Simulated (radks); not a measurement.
Values are calculated unless marked as measured or tabulated.
Effect of the nuclear size on the promethium ion Pm+, [Xe] 4f5 6s1. Code: a radial shooting solver on a logarithmic mesh with Libxc functionals. Model: Dirac Kohn-Sham, BLYP, spin-unpolarised, spherical densities, finite nucleus; open shells fill j = l - 1/2 first; Fermi nuclear charge, rms radius 4.962 fm. The rms radius is varied about that value; shifts are against it.

| rms radius (fm) | total energy shift (eV) | density at nucleus (e/bohr^3) | 1s1/2 shift (meV) | 2s1/2 shift (meV) | 5s1/2 shift (meV) | 5p1/2 shift (meV) | 6s1/2 shift (meV) | 4f5/2 shift (meV) | 6p1/2 (empty) shift (meV) |
|---|---|---|---|---|---|---|---|---|---|
| 4.1036 | -4.65 | 5.15e+05 | -1920 | -242 | -1.83 | 0.163 | -0.175 | 0.312 | 0.046 |
| 4.7387 | -1.27 | 4.981e+05 | -528 | -66.2 | -0.502 | 0.045 | -0.048 | 0.085 | 0.013 |
| 4.962 | 0 | 4.929e+05 | 0.000 | 0.000 | 0.000 | 0.000 | 0.000 | 0.000 | 0.000 |
| 5.354 | 2.35 | 4.843e+05 | 971 | 122 | 0.925 | -0.082 | 0.088 | -0.157 | -0.023 |
| 6.1132 | 7.28 | 4.697e+05 | 3010 | 378 | 2.87 | -0.255 | 0.274 | -0.488 | -0.073 |

Slopes of the eigenvalues against <r^2> in GHz/fm^2, as finite differences over the two radii next to the reference (eigenvalue slopes, not the field-shift constants of lines): 1s1/2 58400, 2s1/2 7330, 5s1/2 55.6, 5p1/2 -4.95, 6s1/2 5.31, 4f5/2 -9.45, 6p1/2 (empty) -1.41.
